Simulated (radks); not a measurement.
Numerical settings for neutral niobium, [Kr] 4d4 5s1. Method: non-relativistic Kohn-Sham, r2SCAN, spin-unpolarised, spherical densities, point nucleus; meta-GGA in the generalised Kohn-Sham scheme; relativity is left out, which matters for an element this heavy; computed with a radial shooting solver on a logarithmic mesh with Libxc functionals. The defaults (mesh step 0.008 in ln r, mesh end at 40 bohr or more with all orbitals vanishing there, Anderson mixing 0.5 over 9 steps, residual threshold near 1e-9 with the energy settled to 1e-9 hartree or 1e-11 of itself, here a cap of 61 iterations) give E = -3755.425 hartree and 4d at -3.168 eV in 10 iterations. Run on one thread of a shared host, so times are rough (Intel(R) Xeon(R) Platinum 8559C): 0.07 s of CPU time, 0.07 s wall, 10 iterations on 2725 mesh points. Changes against that run (0 stands for a change within the tolerance of the run):

setting                     iterations         converged  E (mhartree)  e(4d) (meV)  CPU (s)
mesh step in ln r 0.005             10               yes             0            0     0.12
mesh step in ln r 0.08               6                no      diverged            -     0.01
mesh step in ln r 0.003             10               yes             0            0     0.19
mesh end (bohr) 20                  10               yes             0       +0.011     0.07
mesh end (bohr) 2                    9  level above zero     +1.45e+04    +6.98e+04     0.05
residual threshold 0.001             9               yes             0       +0.183     0.07
residual threshold 1e-13            61                no             0      -0.0154     0.24
mixing 0.2                          14               yes             0      -0.0172      0.1
linear mixing, mixing 0.05          61                no        +0.237         -112     0.36
linear mixing, mixing 1              5                no      diverged            -     0.09
mixing history 2                    13               yes             0      +0.0479      0.1
iteration cap 2                      2                no          +105    -4.11e+03     0.02

Settled on a wrong energy, with an occupied level pushed above zero by the early mesh end: mesh end (bohr) 2 (+14.5 hartree). Apart from these: no run marked as converged misses the energy by more than 1 mhartree. A mesh that ends early acts as a hard wall.
